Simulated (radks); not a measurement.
The numbers below are computed, except where a source is named.
Q: Successive ionisation energies (eV) of one element, from differences of total energies of ions in their ground configurations, starting at charge 0: 6.508, 12.399, 25.752, 45.423, 79.081, 95.043, 111.53, 128.51, 155.21, 173.93, 186.75, 216.84, 268.71, 290.31, 298.99, 333.70, 369.79, 407.23, 448.26, 488.47, 529.92, 572.58. Code: a radial shooting solver on a logarithmic mesh with Libxc functionals. Model: Dirac Kohn-Sham, BLYP, spin-unpolarised, spherical densities, finite nucleus; open shells fill j = l - 1/2 first; Fermi nuclear charge, rms radius 5.3108 fm. Which element is it?

A: Ytterbium (Z = 70). The first species listed is Yb in [Xe] 4f14 6s2, the last Yb21+ in [Kr] 4d10 4f3.
